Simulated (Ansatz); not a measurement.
`[Cl][Ti]([Cl])([Cl])[Br]` + H₂S → `[SH][Ti]([Cl])([Cl])[Cl]` + HBr at 500 K and 1 bar (ligand exchange at a Ti–Br bond).

Isolated molecules relaxed with PBE0-D4/def2-TZVP in Ansatz; ΔE leaves out vibrations. CBS: MP2 limit from def2 TZ/QZ plus the TZ coupled-cluster correction, frozen cores. This one scheme is used for every species. For Br, Ti outer-core shells are correlated without core-valence functions, which leaves a few kJ/mol of doubt a bond. Scalar relativity is left out up to krypton. One conformer a species, not always the lowest.

```tsv
species	CCSD(T)/CBS energy (Eh)	H − E (kJ/mol)	S (J/(mol·K))
`[Cl][Ti]([Cl])([Cl])[Br]`	-4801.83441	56.6	427.9
H₂S	-398.97279	57.0	224.0
`[SH][Ti]([Cl])([Cl])[Cl]`	-2626.86635	81.8	449.4
HBr	-2573.91920	30.5	213.7
```

H − E and S are ideal-gas, rigid-rotor, harmonic terms from PBE0-D4/def2-TZVP, for one conformer and one mirror image of each species. 1 Eh = 2625.50 kJ/mol, R = 8.31446 J/(mol·K).

Task: By hand: ΔE, ΔH, ΔS and ΔG.

Result: ΔE = (-2626.86635) + (-2573.91920) − (-4801.83441) − (-398.97279) = 0.02165 Eh = 56.8 kJ/mol. Δ(H − E) = 81.8 + 30.5 − 56.6 − 57.0 = -1.3, so ΔH = 55.5 kJ/mol. ΔS = 449.4 + 213.7 − 427.9 − 224.0 = 11.2 J/(mol·K). ΔG = 55.5 − 500 × (11.2)/1000 = 49.9 kJ/mol.

Task: By hand: the equilibrium constant, and the temperature at which ΔG would vanish if ΔH and ΔS stayed fixed.

Result: log₁₀ K = −ΔG/(RT ln 10) = -5.2. ΔG = 0 at ΔH/ΔS = 4955 K, far beyond where these terms or the molecules hold.

The number of gas molecules stays the same, so ΔS is small and ΔH decides. A doubt of 5 kJ/mol in ΔE shifts log₁₀ K by 0.5 here. Other conformers and mirror images would add mixing entropy, several J/(mol·K) or more a flexible species. These are equilibria of isolated gas molecules and say nothing of rates. Largest T1 diagnostic: 0.026 (customary marks: 0.02 for closed shells, 0.045 for open ones).
